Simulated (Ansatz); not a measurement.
`O[SiH](O)[Si](F)(Cl)Cl`. Total charge 0; spin multiplicity 1.

```csv
atom,x (Å),y (Å),z (Å)
O1,-0.255,1.051,1.587
Si2,0.599,0.214,0.477
O3,1.483,1.249,-0.440
Si4,-1.052,-0.854,-0.797
F5,-0.365,-1.623,-2.012
Cl6,-2.393,0.452,-1.596
Cl7,-2.055,-2.257,0.293
H8,0.210,1.621,2.201
H9,1.515,-0.790,1.089
H10,2.313,0.937,-0.803
```

Task: Give the diagnostics of a CCSD(T)/def2-TZVPP run (frozen core, Ansatz 0.2.0). (Estimate.)

Result: Ansatz gave: T1 = 0.0116, largest single amplitude 0.013, largest double 0.017, (T) share of the correlation energy 3.6 %, 9 CCSD cycles. The RHF solution is stable towards an unrestricted one. T1 lies under the customary mark of 0.02 for closed shells.
